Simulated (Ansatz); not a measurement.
`C[SiH](F)CN` → `C[Si]F` + CH₃NH₂  (silylene formation by 1,1-elimination)

Gas-phase electronic energies from Ansatz, PBE0-D4/def2-TZVP geometries. CCSD(T)/CBS is the MP2 limit (def2-TZVPP, def2-QZVPP) plus CCSD(T) − MP2 in def2-TZVPP, frozen cores. This one scheme is used for every species. DFT in def2-TZVPP. B3LYP here is the variant with VWN-RPA as its local correlation; programs differ in this. One conformer a species, not always the lowest.

`C[SiH](F)CN`:

```xyz
13

C     0.413   -1.315    1.293
Si    0.359    0.463    0.773
F     1.728    1.184    1.216
C     0.154    0.651   -1.079
N    -1.202    0.212   -1.411
H    -0.480   -1.824    0.922
H     0.443   -1.414    2.380
H     1.290   -1.817    0.878
H    -0.752    1.186    1.454
H     0.411    1.668   -1.411
H     0.869   -0.023   -1.563
H    -1.344    0.171   -2.412
H    -1.888    0.858   -1.041
```

`C[Si]F`:

Cartesian coordinates in Å:
```
C 0.193 0.096 0.506
Si 0.412 -0.691 -1.194
F -0.985 -0.208 -1.857
H 1.036 -0.099 1.173
H 0.071 1.181 0.397
H -0.726 -0.279 0.974
```

CH₃NH₂:

```xyz
7

C    -0.051   -0.009   -0.566
N     0.386   -0.082    0.818
H    -1.096    0.302   -0.714
H     0.075   -0.985   -1.038
H     0.585    0.693   -1.110
H    -0.184   -0.736    1.338
H     0.286    0.817    1.272
```

```csv
level,ΔE (kJ/mol),difference from CCSD(T)/CBS
PBE-D4,185.5,-6.1
r2SCAN-D4,206.5,14.9
PBE0-D4,199.8,8.2
B3LYP-D4,183.3,-8.3
ωB97X-V,200.8,9.2
ωB97M-V,185.8,-5.8
B2PLYP,181.9,-9.7
PBE,175.5,-16.1
r2SCAN,203.6,12.0
PBE0,191.0,-0.6
B3LYP,167.7,-23.9
HF/def2-TZVPP,179.9,-11.7
MP2/def2-TZVPP,204.0,12.4
SCS-MP2/def2-TZVPP,193.5,1.9
CCSD/def2-TZVPP,186.3,-5.3
CCSD(T)/def2-TZVPP,188.2,-3.4
HF/def2-QZVPP,178.9,-12.7
MP2/def2-QZVPP,205.6,14.0
SCS-MP2/def2-QZVPP,195.6,4.0
HF/CBS(def2),178.7,-12.9
MP2/CBS(def2),207.4,15.8
CCSD/CBS(def2),189.7,-1.9
CCSD(T)/CBS,191.6,0
```

Largest T1 diagnostic among the species: 0.014.

In def2-TZVPP, CCSD(T) changes the Hartree–Fock value by +8.3 kJ/mol (the triples alone add +1.9 kJ/mol) and MP2 by +24.1 kJ/mol. The D4 term adds +15.6 kJ/mol with B3LYP and +8.7 kJ/mol with PBE0; it sums over pairs of atoms, weighted by their polarisabilities, and B3LYP, whose exchange is more repulsive, gets the larger term. From PBE to PBE0 (25 % exact exchange), in def2-TZVPP and without D4, ΔE moves by +15.5 kJ/mol.
